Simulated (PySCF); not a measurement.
AlP, triplet, geometry from GFN2-xTB (such geometries of metal compounds can be far from the true shape), with bond 2-1 at 1.3 times its length. Base run: TPSS/def2-SVP (PySCF).

Geometry (Å):
```xyz
2

Al     0.0000     0.0000    -1.1786
P      0.0000     0.0000     1.6814
```
Charge 0, spin multiplicity 3.
Orbitals are unrestricted.
All else is at PySCF's defaults.
Base energy -583.53686 Eh.

Each row names what was changed in the base input (with any setting that the change needs).

```
change                                                                            ΔE vs base (mEh)  SCF cycles  <S^2>        outcome
--------------------------------------------------------------------------------  ----------------  ----------  -----  -------------
base                                                                                         0.000          11  2.012      converged
conv_tol_grad = 1e-7                                                                         0.000          15  2.012      converged
conv_tol_grad = 1e-3                                                                         0.000          11  2.012      converged
init_guess = vsap                                                                            0.000          12  2.012      converged
conv_tol = 1e-11                                                                             0.000          13  2.012      converged
level_shift = 0.1 (with mf.max_cycle = 100)                                                      -          27      -  not converged
diis = off; damp = 0.3 (with mf.diis_start_cycle = 200; with mf.max_cycle = 150)                 -         150      -  not converged
level_shift = 0.5 (with mf.max_cycle = 100)                                                      -          71      -  not converged
init_guess = sap                                                                             0.000          15  2.012      converged
damp = 0.5; diis_start_cycle = 5                                                             0.000          17  2.012      converged
diis_space = 20                                                                              0.000          11  2.012      converged
init_guess = 1e                                                                              0.000          13  2.012      converged
conv_tol = 1e-12                                                                             0.000          14  2.012      converged
```

Open shells are given as the SCF converged; they aren't shown to be the lowest states, and a large step between rows can be another state.
